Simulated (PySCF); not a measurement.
**Static response to an electric field**

Compound: C₃H₄NO₃S (charge -1).
Cartesian coordinates in Å at the GFN2-xTB level; atoms count from 1:
```
atom  x, y, z in Å
C1     1.448   -0.109   -1.127
C2     1.009    0.831   -0.300
C3    -0.152    0.609    0.528
N4    -0.542    1.414    1.417
S5    -1.123   -0.914    0.229
O6    -0.220   -2.029    0.527
O7    -2.233   -0.783    1.176
O8    -1.530   -0.846   -1.175
H9     0.943   -1.058   -1.168
H10    2.307    0.044   -1.764
H11    1.488    1.802   -0.218
H12   -1.393    1.040    1.850
```

Level: wB97X-D/def2-SVPD (PySCF), static field, nuclei fixed, core orbitals frozen in the response. The polarisability tensor in these axes (au):

```
x    79.09   0.73 -14.07
y     0.73  79.88  11.83
z   -14.07  11.83  78.99
```

**Question.** Give the principal values, the mean and the anisotropy Δα = √{½[(α1 − α2)² + (α2 − α3)² + (α1 − α3)²]}.

**Answer.** Principal values 60.46, 80.27 and 97.23 au; mean 79.32 au = 11.75 Å³ = 13.08 × 10⁻⁴⁰ C²·m²/J; Δα = 31.88 au (40 % of the mean).

**Question.** What are the principal values of the traceless quadrupole moment, Θ = ½Σq(3rr − r²1), about the centre of nuclear charge?

**Answer.** -6.82, 0.59, 6.22 D·Å. The values depend on the origin, since the species is charged. The electronic extent ⟨r²⟩ about the same centre is 934 bohr², a root-mean-square distance of 1.93 Å for the 70 electrons.

**Question.** Rayleigh depolarisation ratio (linearly polarised light, static tensor)?

**Answer.** ρ = 3Δα²/(45ᾱ² + 4Δα²) = 3049.5/(283125 + 4066.0) = 0.0106.

**Question.** Give the principal axes and the span of the nuclei along them.

**Answer.** Largest value along (-0.53, 0.46, 0.71), where the nuclei span 4.99 Å; middle along (0.64, 0.76, -0.01), 4.39 Å; least along (0.55, -0.45, 0.70), 2.45 Å. The response follows the extents in order.

**Question.** Form Σ f/ω² (atomic units) for the 8 lowest TDDFT singlets, given as eV and f, and set it beside the mean polarisability, which is this sum over all singlets: 4.22, 0.0001; 4.77, 0.0032; 5.78, 0.0188; 5.92, 0.0130; 6.27, 0.3476; 6.55, 0.0086; 6.75, 0.0000; 6.99, 0.0084.

**Answer.** They add up to 7.62 au, 9.6 % of the 79.32 au; the largest single term is 6.55 au, from the state at 6.27 eV. Terms in order: 0.00, 0.10, 0.42, 0.27, 6.55, 0.15, 0.00, 0.13 au. Higher excitations give the rest. The strengths listed sum to 0.400.

Geometry: GFN2-xTB, one conformer, isolated ion.

These values come from a run that also computed excited states. On Arm Neoverse N1, one thread, shared host with 64 logical CPUs at a one-minute load of 61, this took 72 s wall and 0.87 GiB of memory at its peak.
